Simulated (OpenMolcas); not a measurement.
# Lines of I+: computed and rescaled rates

```yaml
Program: OpenMolcas 26.06
Method: "SS-CASPT2, IPEA 0.25 Eh, imaginary shift 0.1 Eh (closed shells correlated: 4d)"
Basis: ANO-RCC [10s9p8d5f3g]
Scalar_Hamiltonian: DKH2, point nucleus
Active_space: 6 electrons in 8 orbitals (5s 5p 6s 6p)
State_averaging: 2S+1 = 3 even, 3 roots; 2S+1 = 1 even, 6 roots; 2S+1 = 3 odd, 3 roots; 2S+1 = 1 odd, 3 roots
Spin-orbit_coupling: state interaction with AMFI integrals over the reference wave functions, term energies averaged over their components
```

Rates come from the transition moments of the reference wave functions (E1 and E2 in the length form). At fixed line strength A goes as λ^-3 for E1 and M1 and as λ^-5 for E2, so a rate at the computed wavelength can be rescaled to the measured one. Measured vacuum wavelengths follow from level energies in NIST Handbook of Basic Atomic Spectroscopic Data. Branching counts decays inside the model space alone, at computed energies, and the table is only a selection of the E2 and M1 lines, drawn from those between levels with measured partners whose computed energy lies within a factor of 1.5 of the measured one.

| Upper | Lower | Type | λ computed (nm) | λ measured (nm) | A computed (s-1) | A rescaled (s-1) | Branching % |
| --- | --- | --- | --- | --- | --- | --- | --- |
| 5s2 5p4 1S0 | 5s2 5p4 3P1 | M1 | 424.8 | 446.1 | 7.78e+01 |  | 89.8 |
| 5s2 5p4 1D2 | 5s2 5p4 3P2 | M1 | 733.7 | 728.5 | 7.69e+00 |  | 92.3 |
| 5s2 5p4 1S0 | 5s2 5p4 1D2 | E2 | 617.9 | 634 | 7.01e+00 | 6.16e+00 | 8.1 |
| 5s2 5p4 3P1 | 5s2 5p4 3P2 | M1 | 1595 | 1411 | 5.12e+00 | 7.40e+00 | 99.8 |
| 5s2 5p4 1S0 | 5s2 5p4 3P2 | E2 | 335.4 | 339 | 1.87e+00 |  | 2.2 |
| 5s2 5p4 1D2 | 5s2 5p4 3P1 | M1 | 1359 | 1506 | 4.39e-01 |  | 5.3 |
| 5s2 5p4 1D2 | 5s2 5p4 3P2 | E2 | 733.7 | 728.5 | 1.99e-01 |  | 2.4 |
| 5s2 5p4 3P0 | 5s2 5p4 3P2 | E2 | 1598 | 1551 | 2.07e-02 | 2.40e-02 | 100.0 |

Spin-changing lines and M1 lines between different terms are not rescaled, since their strength hangs on the term gaps too.

The largest correction is for 5s2 5p4 3P1 → 5s2 5p4 3P2 (M1): 5.12e+00 × (1595 / 1411)^3 = 7.40e+00 s-1, a factor of 1.44.

The computed rate and branching of 5s2 5p4 3P0 → 5s2 5p4 3P2 give the upper level a radiative lifetime of 1.000 / 2.07e-02 s-1 = 4.83e+01 s, counting decays inside the model space alone. The rescaled rate gives about 4.2e+01 s.

No measured rate stands beside these. Rescaling mends the energy factor alone: line strengths can still be far off where a level mixes with configurations outside the active space, and weak or spin-changing lines hang on small mixing coefficients that depend on the term gaps too, so rescaling need not improve them.

CASPT2 breaks the degeneracy within a term, and the mean is taken; among the terms shown or strongly mixed into the levels shown the widest spread is 76 cm-1 (5s2 5p4 1D). Over all roots computed the reference weight is 0.81 to 0.91; the roots of lowest weight are the least certain, and an intruder state may touch them. Active for correlation alone: 6p 6s; no level in the range computed is led by a configuration that fills them, so any true level of that kind is missing. Measured partners are found by configuration, term and J. A level has none where our copy of the source lacks it or the pairing is in doubt (some pairs that miss far off the trend of their configuration count as doubtful). Only configurations of the active space appear.
